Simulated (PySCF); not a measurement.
Adding and removing an electron: GeP

r²SCAN; Ge def2-SVP, P def2-SVP; no relativity (PySCF 2.14). Neutral (UKS): doublet (π ↑), Re = 2.154 Å, ωe = 492 cm⁻¹, De = 3.34 eV, HOMO -5.93 eV, LUMO -5.22 eV.

GeP⁺ (UKS): triplet (π ↑↑), Re = 2.318 Å, ωe = 385 cm⁻¹, De = 2.73 eV to Ge⁺ + P. The energies at the minima are -2417.89660 hartree for GeP and -2417.57697 for GeP⁺.

Question: Work out the adiabatic ionisation energy, without and with harmonic zero-point energies (1 hartree = 27.2114 eV, 1 eV = 8065.5 cm⁻¹), and the change of the bond length.

Answer: At r²SCAN: 0.31963 hartree = 8.698 eV between the minima; the zero-point term (385.0 − 492.0)/2 cm⁻¹ = -0.007 eV makes it 8.691 eV. Re changes by +16.4 pm against the neutral. The electron leaves a π orbital, and the longer bond of the ion fits a bonding orbital, or a change in how ionic the bond is.

Spin–orbit coupling is left out. For an ion De counts to the pair picked by the measured ionisation energies or electron affinities, which need not be the lowest pair at this level. States were picked by a PBE0 search and need not be the measured ground states.
